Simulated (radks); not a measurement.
These are the eigenvalues of the occupied orbitals of an atom or ion with whole-number occupations (eV). All-electron calculation, scalar-relativistic Kohn-Sham, r2SCAN, spin-polarised, spherical densities, finite nucleus; meta-GGA in the generalised Kohn-Sham scheme; Fermi nuclear charge, rms radius of each element as measured or else 0.836 A^(1/3) + 0.57 fm. Program: a radial shooting solver on a logarithmic mesh with Libxc functionals.

1s up: -23129.14
1s down: -23129.13
2s up: -3404.860
2s down: -3403.467
2p up: -3053.146
2p down: -3052.101
3s up: -649.9856
3s down: -649.5850
3p up: -533.4789
3p down: -532.9160
3d up: -347.8962
3d down: -346.7736
4s up: -129.4051
4s down: -123.8308
4p up: -95.9269
4p down: -90.0090
4d up: -47.0161
5p up: -25.3379

Which element is it, and in what charge state? The configuration may be excited. Open shells, if any, are filled with parallel spins first.

Answer. Z = 45, rhodium, charge +3: Rh3+ in [Kr] 4d5 5p1. The list shows which subshells hold electrons but not how many an open one holds; the 1s level, -849.98 hartree, gives Z - s = 41.2 by -(Z - s)^2/2, which with screening and relativity narrows Z to a few neighbours, and the depths of the outer levels then fix element, charge and occupations together.
